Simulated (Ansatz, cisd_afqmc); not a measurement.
Species: C₄H₇NO, charge 0, singlet. C4H7NO (SMILES O1C(C)=NCC1).
B3LYP-D3(BJ)/def2-TZVP minimum from Ansatz (an electronic-structure program):
```
C
N 1 1.2662
O 1 1.3666 2 118.30
C 3 1.4479 1 106.20 2 0.00
H 4 1.0898 3 108.12 1 -120.93
H 4 1.0898 5 109.22 3 117.42
C 2 1.4683 1 107.11 3 0.00
H 7 1.0916 2 109.78 1 -121.03
H 7 1.0916 8 107.47 2 119.36
C 1 1.4854 2 126.81 7 180.00
H 10 1.0863 1 109.68 2 0.00
H 10 1.0915 11 109.75 1 121.07
H 10 1.0915 11 109.75 12 117.86
```
Charge 0, spin multiplicity 1.

Total energies in cc-pVTZ, 34 correlated electrons, 6 frozen orbitals. Open shells are spin-unrestricted; no spin-orbit coupling. Cores are frozen in correlated methods. No relativity. AFQMC/CISD: phaseless, guided by CISD from CCSD amplitudes; bars are statistical, one sigma. Outlying blocks are dropped, and bars are widened where a walk drifts. Over all cases where full CI ran beside it in this data, AFQMC minus full CI had a median of +0.1 mEh and passed +0.4 mEh in a tenth of the cases.

```json
[
 {"method": "HF", "program": "Ansatz", "energy (Eh)": "-284.95234", "minus AFQMC/CISD (mEh)": "1179.0 ± 0.7"},
 {"method": "MP2", "program": "Ansatz", "energy (Eh)": "-286.04817", "minus AFQMC/CISD (mEh)": "83.2 ± 0.7"},
 {"method": "CCSD", "program": "Ansatz", "energy (Eh)": "-286.08143", "minus AFQMC/CISD (mEh)": "49.9 ± 0.7"},
 {"method": "CCSD(T)", "program": "Ansatz", "energy (Eh)": "-286.13190", "minus AFQMC/CISD (mEh)": "-0.6 ± 0.7"},
 {"method": "AFQMC/CISD", "program": "cisd_afqmc", "energy (Eh)": "-286.1313 ± 0.0007", "minus AFQMC/CISD (mEh)": "0.0"}
]
```
